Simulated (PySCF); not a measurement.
Mg(F)(OMe) (CH3FMgO), SMILES C[O][Mg][F]. Atoms are numbered in the order given.

```xyz
7

Mg     0.0000     0.0000     0.7318
F      0.0000     0.0000     2.4946
O      0.0000     0.0000    -1.0332
C      0.0000     0.0000    -2.4137
H     -0.8907    -0.5142    -2.8285
H      0.8907    -0.5142    -2.8285
H      0.0000     1.0285    -2.8285
```
Charge 0, spin multiplicity 1.

Geometry optimised at r2SCAN-D4/def2-SVP. One conformer was computed; it need not be the lowest.

Level of theory: PySCF with PBE0/pcJ-1.

Isotropic couplings with Fermi-contact, spin-dipole and both spin-orbit terms, one fixed conformer, no vibrational averaging. Isotopes: 13C, 19F, 1H.

Task: Estimate the spin–spin coupling constants. (An estimate is asked for; the answer gives what the named calculation found.)

Result: 
```json
[
 {"pair": "C4–H5", "bonds apart": "1", "J (Hz)": "134.1"},
 {"pair": "C4–H6", "bonds apart": "1", "J (Hz)": "134.1"},
 {"pair": "C4–H7", "bonds apart": "1", "J (Hz)": "134.1"},
 {"pair": "H5–H6", "bonds apart": "2", "J (Hz)": "-11.1"},
 {"pair": "H5–H7", "bonds apart": "2", "J (Hz)": "-11.1"},
 {"pair": "H6–H7", "bonds apart": "2", "J (Hz)": "-11.1"},
 {"pair": "F2–C4", "bonds apart": "3", "J (Hz)": "-0.6"}
]
```
